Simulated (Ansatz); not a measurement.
The same hydrogenolysis along the group F, Cl, Br.

Program: Ansatz. Geometries: PBE0-D4/def2-TZVP. ΔE: electronic, gas phase. CCSD(T)/CBS is the MP2 limit (def2-TZVPP, def2-QZVPP) plus CCSD(T) − MP2 in def2-TZVPP, frozen cores. This one scheme is used for every species. Functionals use def2-TZVPP. Elements past krypton have def2 core potentials. For Br, In outer-core shells are correlated without core-valence functions, which leaves a few kJ/mol of doubt a bond. Scalar relativity is left out up to krypton. Each species was taken in one conformer, which may not be the lowest.

```
                                         reaction  r2SCAN-D4 (kcal/mol)
   `[OH][In]([F])[F]` + H₂ → `[OH][InH][F]` + H–F                   5.0
`[OH][In]([Cl])[Cl]` + H₂ → `[OH][InH][Cl]` + HCl                  18.9
`[OH][In]([Br])[Br]` + H₂ → `[OH][InH][Br]` + HBr                  25.9
```

Give the CCSD(T)/CBS values in the same order. (Best estimate.)

Computed: 3.4, 19.0, 26.2 kcal/mol.

Largest T1 diagnostic: 0.018, for `[OH][In]([F])[F]`.
